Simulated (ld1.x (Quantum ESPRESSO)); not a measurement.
## What one change does to a pseudopotential (Co, TM semilocal)

ld1.x (Quantum ESPRESSO) 7.5 input, shortened:

```
&input
   title='Co', zed=27., rel=1, dft='PZ', iswitch=3,
   config='[Ar] 3d7 4s2 4p0'
 /
 &inputp
   pseudotype=1, tm=.true., lloc=0,
   nlcc=.false.
 /
3
3P  2  1   6.00   0.00  1.35  1.35  0.0
3D  3  2   7.00   0.00  1.50  1.50  0.0
3S  1  0   2.00   0.00  0.85  0.85  0.0
 &test
   configts(1)='3s2 3p6 3d7 4s2 4p0'
 /
```

Occupied shells without a wave of their own: 4s. They enter only through the test configuration that unscreens the potential.

All-electron outer shells of the reference configuration (LDA (PZ), scalar-relativistic, ld1.x):

```csv
shell,level (eV),outermost node (bohr),outermost maximum (bohr)
2s,-897.10,0.08,0.21
2p,-769.46,–,0.17
3s,-101.87,0.31,0.67
3p,-65.51,0.28,0.68
3d,-8.46,–,0.66
4s,-5.68,0.96,2.29
4p,-1.39,1.05,3.21
```

Change: form changed from semilocal to separable (Kleinman–Bylander), still TM; local potential the p channel.

Cutoffs: the cutoffs (Ry, on a coarse ladder) from which the occupation-weighted sum of valence levels, in a spherical-Bessel basis at the reference potential, stays within 10 and 1 mRy of its value at 400 Ry; they do not see the model core or the augmentation charge, which bear on the density cutoff. Errors are all-electron minus pseudo energies relative to the spin-unpolarised reference configuration.

Task: How do hardness, ghosts and transferability respond?

Result: Of the 9 tests that both files solve, the error grows in 2 and shrinks in 1 by more than 15 % and 0.3 meV (median size 110.4 → 111.9 meV); the range in which the d phases agree widens (upper end 2.1 → 3.3); neither file shows a bound ghost. In the semilocal form every listed channel keeps its own potential, so the choice of the local channel does not act on these tests. It acts once the file is put into the separable form. A semilocal file is local in each channel, so a ghost entry of none says nothing of the separable form that plane-wave codes build from it.

```tsv
quantity	base	changed
cutoff, loose	200 Ry	200 Ry
cutoff, tight	over 300 Ry	over 300 Ry
bound ghosts	none	none
largest miss of a reference level, eV	0.08	0.08
error for 3s2 3p6 3d7 4s1 4p0, meV [ΔE 9.30 eV]	-110	-112
error for 3s2 3p6 3d7 4s0 4p0, meV [ΔE 26.38 eV]	-279	-284
error for 3s2 3p6 3d6 4s0 4p0, meV [ΔE 62.57 eV]	-492	-452
error for 3s2 3p6 3d6 4s2 4p0, meV [ΔE 15.46 eV]	-5.0	+27
error for 3s1 3p6 3d7 4s2 4p0, meV [ΔE 109.99 eV]	-217	-145
error for 3s2 3p6 3d7 4s1.5 4p0, meV [ΔE 3.72 eV]	-48	-49
error for 3s2 3p6 3d6 4s2 4p1, meV [ΔE 9.77 eV]	+18	+48
error for 3s2 3p6 3d7 4s2 4p0 (spin-polarised), meV [ΔE -1.98 eV]	+160	+163
error for 3s2 3p6 3d7 4s1 4p0 (spin-polarised), meV [ΔE 6.72 eV]	+61	+61
s: phases at 1.65 bohr within 0.05 rad from the reference energy up to (Ry; the scan ends near 5)	0.8	0.8
p: phases at 1.65 bohr within 0.05 rad from the reference energy up to (Ry; the scan ends near 5)	to the end of the scan	to the end of the scan
d: phases at 1.65 bohr within 0.05 rad from the reference energy up to (Ry; the scan ends near 5)	2.1	3.3
```

Base: The 4s level has no wave, so the channel is fitted at the deeper level alone: the likely source of the large errors. Changed file: The 4s level has no wave, so the channel is fitted at the deeper level alone: the likely source of the large errors.
